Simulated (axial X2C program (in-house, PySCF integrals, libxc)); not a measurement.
**Nuclear properties of OWO**

Computed with an axial X2C code built on PySCF integrals: two-component X2C with atomic mean-field Coulomb and Gaunt terms, Gaussian nuclei, basis O dyall-av3z, W dyall-v3z with contracted cores.

O–W–O held linear, with bonds 1.765 and 1.765 Å (near the PBE0 minimum at charge 0 of the determinant lowest at the starting distance; the state shown can have its own minimum elsewhere, held linear; other orders of the atoms were not compared).

Input and command:
```json
{"zs": [8, 74, 8], "q": 0, "bas": ["dyall-av3z", "dyall-v3z", "dyall-av3z"], "r0": [1.77, 1.77], "symm": 1, "scan": ["PBE0", "HF", "LDA"], "levels": ["PBE0", "HF", "PBE"], "nst": 2}
```
```bash
python solin.py task.json out
```

Keys: zs atomic numbers; q charge; bas basis sets; r0 starting distance in Å; symm equal bonds; scan levels of the two-bond scan; levels methods; nst determinants followed.

Determinant lowest in the PBE0 search, Ω = 1 (⟨Sz⟩ = -1.00, ⟨Lz⟩ = 2.00 at PBE0), spin on the atoms O 0.07, W -1.13, O 0.07:

```
level  A∥/gI O (MHz)  qzz O (a.u.)  A∥/gI W (MHz)  qzz W (a.u.)
 PBE0          -22.7         -1.34          -6910        -21.52
   HF          -21.6         -1.50          -6090        -21.03
  PBE          -24.3         -1.29          -7030        -21.56
```

Determinant 0.30 eV from it at PBE0 and this distance, Ω = 1 (⟨Sz⟩ = 1.00, ⟨Lz⟩ = 0.00 at PBE0), spin on the atoms O -0.06, W 1.12, O -0.06:

| level | A∥/gI O (MHz) | qzz O (a.u.) | A∥/gI W (MHz) | qzz W (a.u.) |
| --- | --- | --- | --- | --- |
| PBE0 | 1.28 | -1.23 | -2470 | -16.62 |
| HF | -14.5 | -1.38 | -3330 | -15.26 |
| PBE | -1.74 | -1.17 | -2280 | -17.12 |

A∥ (defined per Ω) follows by multiplying with gI = μI/(I μN); qzz is the electric field gradient, eQq0 = 234.96 MHz × Q/barn × qzz. The operators were transformed with the bare-nucleus X2C matrices; with these basis sets, hyperfine constants and field gradients can be off by tens of per cent, and where levels differ in sign neither size nor sign is settled.

Question: With gI(17O) = -0.7575, Q(17O) = -0.02558 barn, gI(183W) = 0.2356 (g factors from the IAEA table of nuclear moments by Stone; Q from Pyykkö, Mol. Phys. 2018), turn the PBE0 values of the first state into constants in MHz.

Answer: A∥(17O) = -22.7 × -0.7575 = 17.2 MHz; eQq0(17O) = 234.96 × (-0.02558) × (-1.34) = 8.05 MHz; A∥(183W) = -6910 × 0.2356 = -1630 MHz.

The molecule was held linear; bending was not examined, so a bent shape may lie lower.

Each state is one determinant with collinear spin, which with several unpaired electrons need not be a pure state. Unrestricted Hartree–Fock can overshoot spin polarisation at the nuclei. With several open shells hyperfine constants can be off by a factor of several. Open-shell Ω = 0 determinants with evenly filled partner blocks cannot be reached by this program, so the Ω shown need not be the lowest component. States lie within half an eV, so the first need not be the ground state. PBE0 term energies can be off by some tenths of an eV.
